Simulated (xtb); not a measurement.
xtb input:

```bash
xtb mol.xyz --gfn 2 --ohess tight --chrg 0 --uhf 0
```
mol.xyz:
```
5

F      1.31294964    -1.10368981    -0.12540454
Ge    -0.01406485     0.01688376    -0.01278193
F      0.57356566     1.55294564    -0.04614480
F     -1.02347210    -0.25654843    -1.28605163
F     -0.86192922    -0.27828734     1.37832013
```

Q: Which total energy does the run end on?

A: -20.99580 Eh (GFN2-xTB).
